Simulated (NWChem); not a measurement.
System: C₂H₆B cation

Input file for NWChem:

```
start job
memory heap 200 mb stack 900 mb global 1100 mb
charge 1
geometry units angstroms noautosym nocenter noautoz
  C      0.000000     0.000000     1.482654
  B      0.000000     0.000000     0.000000
  C      0.000000     0.000000    -1.482654
  H     -0.788294     0.664278     1.872874
  H     -0.181135    -1.014821     1.872874
  H      0.969429     0.350543     1.872874
  H      0.350543     0.969429    -1.872874
  H     -1.014821    -0.181135    -1.872874
  H      0.664278    -0.788294    -1.872874
end
basis spherical
  * library pcsseg-1
end
dft
  xc kt2
  iterations 150
end
property
  shielding 3 1 2 4
  efieldgrad
end
task dft property
```

Geometry: optimised at B3LYP/6-31G* (spherical d).

GIAO values for the isolated, static molecule; σ is the absolute isotropic shielding, δ = σ(reference) − σ with the isolated reference molecule computed at the same levels (11B: boron trifluoride, 13C: tetramethylsilane, 1H: tetramethylsilane).

Atoms are numbered as in the input.

Q: What results follow from this input? (KT2/pcSseg-1, GIAO.) Quantities: δ C1 (ppm); δ B2 (ppm); δ H4 (ppm).

A: 
| Quantity | Value |
|---|---|
| δ C1 (ppm) | 7.6 |
| δ B2 (ppm) | 86.5 |
| δ H4 (ppm) | 2.76 |
